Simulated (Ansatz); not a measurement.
Molecule: sum formula GeOF2 (charge +1, doublet). SMILES of the parent species: [O]=[Ge]([F])[F]
Geometry from a B3LYP-D3(BJ)/def2-TZVP (Ansatz, a first-principles code) optimisation:
```
Ge
F 1 1.6643
F 1 1.6643 2 118.80
O 1 1.7443 2 120.60 3 180.00
```
Charge +1, spin multiplicity 2.

Parts of the frozen-core correlation energy in 6-31G* (Ansatz, hartree). Frozen orbitals: 17; correlated occupied orbitals by spin: 12 and 11; virtual: 51 and 52. UHF or UKS for open shells. No spin-orbit coupling. No relativistic terms.

| term | value |
|---|---|
| reference (HF) | -2348.48196 |
| MP2 opposite-spin | [?] |
| MP2 same-spin | [?] |
| CCSD correlation | [?] |
| (T) | -0.01407 |
| T1 diagnostic | 0.020 |
| largest doubles amplitude | 0.042 |
| <S^2> of the reference | 0.762 |

**Question.** Some entries are withheld; supply them.

**Answer.** 
- MP2 opposite-spin, value: -0.40776
- MP2 same-spin, value: -0.15619
- CCSD correlation, value: -0.57451
